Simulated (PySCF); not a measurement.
C5H7F, SMILES C=C1[C@H](CC1)F.

Coordinates come from a ωB97X-D3(BJ)/def2-SVP optimisation. The structure was generated by enumeration; whether it is a known compound was not checked.

The numbers are results of PySCF with TDA-B3LYP/def2-SVPD, not measurements.

Vertical excitations. The molecule is in vacuum.

```csv
state,energy (eV),λ (nm),f,main pairs
S1,6.79,183,0.240,"HOMO→LUMO 63 %, HOMO→LUMO+1 16 %"
S2,6.95,178,0.008,HOMO−1→LUMO 88 %
S3,6.99,177,0.057,"HOMO→LUMO+1 73 %, HOMO→LUMO 12 %"
S4,7.41,167,0.036,HOMO→LUMO+2 90 %
S5,7.57,164,0.015,"HOMO−2→LUMO 74 %, HOMO→LUMO+3 14 %"
S6,7.80,159,0.020,"HOMO−3→LUMO 73 %, HOMO→LUMO+3 17 %"
S7,7.86,158,0.029,"HOMO→LUMO+3 49 %, HOMO−3→LUMO 22 %, HOMO→LUMO+4 21 %"
S8,8.07,154,0.091,"HOMO→LUMO+4 61 %, HOMO→LUMO+5 12 %, HOMO→LUMO+3 10 %"
S9,8.37,148,0.039,HOMO−1→LUMO+1 96 %
S10,8.44,147,0.031,"HOMO→LUMO+5 63 %, HOMO→LUMO+7 16 %"
T1,4.23,293,0,HOMO→LUMO 92 %
T2,6.50,191,0,HOMO−1→LUMO 95 %
T3,6.82,182,0,HOMO→LUMO+1 90 %
T4,7.16,173,0,HOMO−2→LUMO 78 %
```
Triplets are in the Tamm–Dancoff approximation.
